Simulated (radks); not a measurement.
Valence configurations of the selenium ion Se+ (all share [Ar]). Method: scalar-relativistic Kohn-Sham, PBE, spin-polarised, spherical densities, finite nucleus; open shells are filled with parallel spins first; Fermi nuclear charge, rms radius 4.14 fm; computed with a radial shooting solver on a logarithmic mesh with Libxc functionals. Order these by energy: 3d9 4s2 4p4; 3d9.5 4s2 4p3.5; 3d10 4p5; 3d10 4s2 4p3; 3d8 4s2 4p5; 3d9 4s1.5 4p4.5; 3d9 4s1 4p5; 3d10 4s1 4p4; 3d10 4s0.5 4p4.5.

Answer. From the lowest, in eV above it: 3d10 4s2 4p3 0.000; 3d10 4s1 4p4 11.503; 3d10 4s0.5 4p4.5 18.522; 3d10 4p5 25.092; 3d9.5 4s2 4p3.5 25.851; 3d9 4s2 4p4 53.931; 3d9 4s1.5 4p4.5 60.084; 3d9 4s1 4p5 66.250; 3d8 4s2 4p5 117.02. NIST lists [Ar] 3d10 4s2 4p3 as the ground configuration; this level of theory agrees among the configurations tried. The energies are those of spherical high-spin densities, not of single terms.
